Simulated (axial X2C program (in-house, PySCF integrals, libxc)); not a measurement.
# Outer orbitals of NaSb at 2.923 Å, PBE0

Computed with an in-house relativistic program for diatomic molecules. Spin-free means the one-electron spin-free X2C Hamiltonian; two-component (2c) means X2C with spin–orbit coupling and atomic mean-field two-electron Coulomb and Gaunt terms, so the difference of the two also holds small scalar two-electron terms. Basis: Sb dyall-cv3z [11s12p8d4f1g], Na dyall-cv3z [9s8p5d2f] (cores contracted in-house); Gaussian nuclei, density fitting, unrestricted open shells. Masses: Sb 120.904 u, Na 22.990 u.

The distance is close to the 2c PBE0 minimum; the highest filled and lowest empty levels are listed.

Spin-free orbitals, state M_S = 1, Λ = 0 (beyond evenly filled blocks: π+α, π-α) (Löwdin shares):

```
symmetry  occupied  ε (eV)              atomic character
     δ-α       yes  -34.68                     100% Sb d
     δ+α       yes  -34.68                     100% Sb d
     π+α       yes  -34.49                     100% Sb d
     π-α       yes  -34.49                     100% Sb d
      σα       yes  -34.43                     100% Sb d
     δ+β       yes  -34.43                     100% Sb d
     δ-β       yes  -34.43                     100% Sb d
     π+β       yes  -34.34                     100% Sb d
     π-β       yes  -34.34                     100% Sb d
      σβ       yes  -34.32                     100% Sb d
     π-β       yes  -32.35                     100% Na p
     π+β       yes  -32.35                     100% Na p
     π+α       yes  -32.34                     100% Na p
     π-α       yes  -32.34                     100% Na p
      σβ       yes  -32.31                     100% Na p
      σα       yes  -32.30                     100% Na p
      σα       yes  -13.45    83% Sb s, 8% Na p, 5% Na d
      σβ       yes  -11.65    83% Sb s, 8% Na p, 5% Na s
     π+α       yes   -5.22    91% Sb p, 4% Na p, 4% Na d
     π-α       yes   -5.22    91% Sb p, 4% Na p, 4% Na d
      σα       yes   -5.05   78% Sb p, 16% Na s, 4% Na p
      σβ       yes   -4.46   70% Sb p, 25% Na s, 3% Na p
     π+β        no   -1.89   81% Sb p, 14% Na p, 4% Na d
     π-β        no   -1.89   81% Sb p, 14% Na p, 4% Na d
      σβ        no   -1.60  56% Na s, 29% Na p, 13% Sb p
      σα        no   -1.57   67% Na s, 23% Na p, 7% Sb p
```

Spinors with spin–orbit coupling (state Ω = 1):

```
   ω  occupied  ε (eV)              atomic character     λ mixture
 5/2       yes  -34.17                     100% Sb d        100% δ
 3/2       yes  -33.97                     100% Sb d  78% π, 22% δ
-5/2       yes  -33.92                     100% Sb d        100% δ
-3/2       yes  -33.90                     100% Sb d  87% π, 13% δ
 1/2       yes  -33.89                     100% Sb d  56% σ, 44% π
-1/2       yes  -33.88                     100% Sb d  66% σ, 34% π
 1/2       yes  -32.46                     100% Na p  78% π, 22% σ
-1/2       yes  -32.46                     100% Na p  74% π, 26% σ
-3/2       yes  -32.32                     100% Na p        100% π
 3/2       yes  -32.31                     100% Na p        100% π
-1/2       yes  -32.29                     100% Na p  74% σ, 26% π
 1/2       yes  -32.29                     100% Na p  78% σ, 22% π
 1/2       yes  -13.41    83% Sb s, 8% Na p, 5% Na d        100% σ
-1/2       yes  -11.66    83% Sb s, 8% Na p, 5% Na s        100% σ
-1/2       yes   -5.44    92% Sb p, 4% Na p, 4% Na d   95% π, 5% σ
 1/2       yes   -5.10   79% Sb p, 15% Na s, 4% Na p   97% σ, 3% π
 3/2       yes   -4.99    91% Sb p, 5% Na p, 4% Na d        100% π
-1/2       yes   -4.43   70% Sb p, 25% Na s, 3% Na p   95% σ, 5% π
 1/2        no   -2.04   76% Sb p, 12% Na p, 7% Na s   91% π, 9% σ
-3/2        no   -1.76   79% Sb p, 17% Na p, 4% Na d        100% π
-1/2        no   -1.62  56% Na s, 29% Na p, 13% Sb p        100% σ
 1/2        no   -1.53  61% Na s, 24% Na p, 13% Sb p   94% σ, 6% π
```

Q: How does the gap between the highest filled and lowest empty level change from the spin-free to the 2c table?

A: From 2.57 to 2.39 eV at PBE0, a change of -0.18 eV.

Mulliken charges and populations of the two-component result (they depend on the basis, above all on diffuse functions):

Sb -0.44 e (s 9.97 p 21.46 d 20.01), Na 0.44 e (s 4.44 p 6.09 d 0.03). ⟨Lz⟩ = 0.03 ħ and ⟨Sz⟩ = 0.97 ħ (1.00 and -0.03 on the two atoms), which add up to Ω.

The state is a single determinant with fixed occupations, the lowest that a limited PBE0 search found. Density functionals use the spin component along the axis (collinear). Other states lie close and PBE0, whose exact exchange favours high spin, may order them wrongly; the determinant shown need not be the ground state. The nearest other spin-free determinant of the search, M_S = 0, Λ = 2, lies 0.79 eV up at the distance of the search. With several unpaired electrons one determinant need not be a pure state. Open-shell Ω = 0 determinants with evenly filled partner blocks cannot be reached by this program, so the Ω shown need not be the lowest component. This is the Ω = 1 component of a π² triplet; the 0⁺ component is not one determinant and can lie lowest.
